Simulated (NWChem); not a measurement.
System: C₂H₆OSi₂; SMILES C1=CO[SiH2][SiH2]1

Input file for NWChem:

```
start job
memory heap 200 mb stack 900 mb global 1100 mb
geometry units angstroms noautoz
  C      1.616441    -0.294494     0.000000
  C      1.240019     1.002035     0.000000
  Si    -0.599152     1.311952     0.000000
  Si    -0.913474    -1.010757     0.000000
  O      0.775249    -1.345134     0.000000
  H      2.666955    -0.611451     0.000000
  H      2.023945     1.763617     0.000000
  H     -1.114390     2.025243    -1.210265
  H     -1.114390     2.025243     1.210265
  H     -1.502931    -1.644017    -1.214964
  H     -1.502931    -1.644017     1.214964
end
basis spherical
  * library 6-31g*
end
dft
  xc becke88 lyp
  iterations 200
  vectors input hcore
end
task dft gradient
```

Parts of the log:

```
             Northwest Computational Chemistry Package (NWChem) 7.3.0
             --------------------------------------------------------

 CS  symmetry detected

                             Geometry "geometry" -> ""
                             -------------------------

 Output coordinates in angstroms (scale by  1.889725989 to convert to a.u.)

  No.       Tag          Charge          X              Y              Z
 ---- ---------------- ---------- -------------- -------------- --------------
    1 C                    6.0000     1.57142575    -0.36053509     0.00000000
    2 C                    6.0000     1.25545111     0.95203529     0.00000000
    3 Si                  14.0000    -0.56739404     1.34679353     0.00000000
    4 Si                  14.0000    -0.98894566    -0.95886682     0.00000000
    5 O                    8.0000     0.68248015    -1.37109143     0.00000000
    6 H                    1.0000     2.60613404    -0.72580232     0.00000000
    7 H                    1.0000     2.07380561     1.67649581     0.00000000
    8 H                    1.0000    -1.04904604     2.08318039    -1.21026500
    9 H                    1.0000    -1.04904604     2.08318039     1.21026500
   10 H                    1.0000    -1.60709709    -1.56414906    -1.21496400
   11 H                    1.0000    -1.60709709    -1.56414906     1.21496400

 Effective nuclear repulsion energy (a.u.)     278.5094073019

      Symmetry information
      --------------------

 Group name             Cs
 Group number              2
 Group order               2
 No. of unique centers     9

                                 NWChem DFT Module
                                 -----------------

 Summary of "ao basis" -> "ao basis" (spherical)
 ------------------------------------------------------------------------------
       Tag                 Description            Shells   Functions and Types
 ---------------- ------------------------------  ------  ---------------------
 C                           6-31g*                  6       14   3s2p1d
 Si                          6-31g*                  8       18   4s3p1d
 O                           6-31g*                  6       14   3s2p1d
 H                           6-31g*                  2        2   2s

      Symmetry analysis of basis
      --------------------------

        a'         64
        a"         26

            General Information
            -------------------
          SCF calculation type: DFT
          Wavefunction type:  closed shell.
          No. of atoms     :    11
          No. of electrons :    54
           Alpha electrons :    27
            Beta electrons :    27
          Charge           :     0
          Spin multiplicity:     1
          Use of symmetry is: on ; symmetry adaption is: on
          Maximum number of iterations: 200
          AO basis - number of functions:    90
                     number of shells:    46
          Convergence on energy requested:  1.00D-06
          Convergence on density requested:  1.00D-05
          Convergence on gradient requested:  5.00D-04

              XC Information
              --------------
                    Becke 1988 Exchange Functional  1.000
              Lee-Yang-Parr Correlation Functional  1.000

             Grid Information
             ----------------
          Grid used for XC integration:  medium
          Radial quadrature: Mura-Knowles
          Angular quadrature: Lebedev.
          Tag              B.-S. Rad. Rad. Pts. Rad. Cut. Ang. Pts.
          ---              ---------- --------- --------- ---------
          C                   0.70       49          10.0       434
          Si                  1.10       88          10.0       590
          O                   0.60       49          10.0       434
          H                   0.35       45          12.0       434
          Grid pruning is: on
          Number of quadrature shells:   503
          Spatial weights used:  Erf1

      Non-variational initial energy
      ------------------------------

 Total energy =     278.509407
 1-e energy   =       0.000000
 2-e energy   =       0.000000
 HOMO         =     -16.339723
 LUMO         =     -16.304496

      Symmetry analysis of molecular orbitals - initial
      -------------------------------------------------

  Numbering of irreducible representations:

     1 a'          2 a"

  Orbital symmetries:

     1 a'          2 a'          3 a'          4 a'          5 a'
     6 a'          7 a"          8 a'          9 a'         10 a"
    11 a'         12 a'         13 a'         14 a'         15 a'
    16 a"         17 a'         18 a'         19 a'         20 a'
    21 a'         22 a'         23 a'         24 a'         25 a"
    26 a"         27 a'         28 a'         29 a"         30 a"
    31 a'         32 a'         33 a'         34 a'         35 a"
    36 a'         37 a'

   convergence    iter        energy       DeltaE   RMS-Dens  Diis-err
 ---------------- ----- ----------------- --------- --------- ---------
 d= 0,ls=0.0,diis     1   -697.5548606322 -9.76D+02  6.12D-01  1.16D+02
 d= 0,ls=0.0,diis     2   -690.7152733780  6.84D+00  5.62D-01  7.04D+01
 d= 0,ls=0.0,diis     3   -706.4546510066 -1.57D+01  1.52D-01  1.37D+02
 d= 0,ls=0.0,diis     4   -723.4309433007 -1.70D+01  5.20D-02  4.79D+01
 d= 0,ls=0.0,diis     5   -728.8177490764 -5.39D+00  5.50D-02  3.22D+01
 d= 0,ls=0.0,diis     6   -730.7263727086 -1.91D+00  3.13D-02  1.58D+01
 d= 0,ls=0.0,diis     7   -732.9000808219 -2.17D+00  2.15D-02  7.32D+00
 d= 0,ls=0.0,diis     8   -733.6746120729 -7.75D-01  1.36D-02  1.25D+00
 d= 0,ls=0.0,diis     9   -733.7374634407 -6.29D-02  6.89D-03  1.71D+00
 d= 0,ls=0.0,diis    10   -733.8897711674 -1.52D-01  5.83D-03  1.92D-01
  Resetting Diis
 d= 0,ls=0.0,diis    11   -733.9134313461 -2.37D-02  2.04D-03  5.66D-02
 d= 0,ls=0.0,diis    12   -733.9208080088 -7.38D-03  1.52D-03  4.33D-03
 d= 0,ls=0.0,diis    13   -733.9193537225  1.45D-03  1.07D-03  1.53D-02
 d= 0,ls=0.0,diis    14   -733.9212567211 -1.90D-03  3.47D-04  1.26D-03
 d= 0,ls=0.0,diis    15   -733.9214472259 -1.91D-04  4.02D-05  3.26D-05
 d= 0,ls=0.0,diis    16   -733.9214506878 -3.46D-06  1.38D-05  1.33D-06
 d= 0,ls=0.0,diis    17   -733.9214508708 -1.83D-07  3.08D-06  7.14D-08

         Total DFT energy =     -733.921450870835
      One electron energy =    -1566.433049914187
           Coulomb energy =      617.489875457031
    Exchange-Corr. energy =      -63.487683715577
 Nuclear repulsion energy =      278.509407301897

 Numeric. integr. density =       54.000028527796

                  Occupations of the irreducible representations
                  ----------------------------------------------

                     irrep           alpha         beta
                     --------     --------     --------
                     a'               21.0         21.0
                     a"                6.0          6.0

                       DFT Final Molecular Orbital Analysis
                       ------------------------------------

 Vector   25  Occ=2.000000D+00  E=-2.909946D-01  Symmetry=a'
              MO Center=  2.6D-01,  7.0D-01, -1.6D-14, r^2= 4.1D+00
   Bfn.  Coefficient  Atom+Function         Bfn.  Coefficient  Atom+Function
  ----- ------------  ---------------      ----- ------------  ---------------
    17      0.270549   2 C  px               35     -0.270921   3 Si px
    36      0.250568   3 Si py               80     -0.204608   6 H  s
     3     -0.172751   1 C  px                4      0.172752   1 C  py
    18     -0.164501   2 C  py               79     -0.160126   6 H  s
    54     -0.145202   4 Si py               84      0.143181   8 H  s

 Vector   26  Occ=2.000000D+00  E=-2.367805D-01  Symmetry=a'
              MO Center= -3.7D-01,  6.6D-02, -5.9D-16, r^2= 3.6D+00
   Bfn.  Coefficient  Atom+Function         Bfn.  Coefficient  Atom+Function
  ----- ------------  ---------------      ----- ------------  ---------------
    54      0.370406   4 Si py               36     -0.314725   3 Si py
    35     -0.226943   3 Si px               68     -0.210709   5 O  py
    17      0.182031   2 C  px               67      0.168321   5 O  px
    72     -0.147123   5 O  py               50     -0.143891   4 Si py
    56      0.128747   4 Si s                32      0.125491   3 Si py

[...]

                         DFT ENERGY GRADIENTS

    atom               coordinates                        gradient
                 x          y          z           x          y          z
   1 C       2.969564  -0.681313   0.000000   -0.016852  -0.006508   0.000000
   2 C       2.372459   1.799086   0.000000   -0.001268  -0.012119   0.000000
   3 Si     -1.072219   2.545071   0.000000    0.002878  -0.003307   0.000000
   4 Si     -1.868836  -1.811996   0.000000    0.005484  -0.001584   0.000000
   5 O       1.289700  -2.590987   0.000000    0.006984   0.022143   0.000000
   6 H       4.924879  -1.371568   0.000000   -0.000255   0.001098   0.000000
   7 H       3.918924   3.168118   0.000000   -0.000320  -0.000302   0.000000
   8 H      -1.982410   3.936640  -2.287069    0.000683  -0.001025   0.000748
   9 H      -1.982410   3.936640   2.287069    0.000683  -0.001025  -0.000748
  10 H      -3.036973  -2.955813  -2.295949    0.000992   0.001314   0.001019
  11 H      -3.036973  -2.955813   2.295949    0.000992   0.001314  -0.001019
```

Level: BLYP/6-31G* (spherical d). Geometry: optimised at PBE0/def2-SVP.
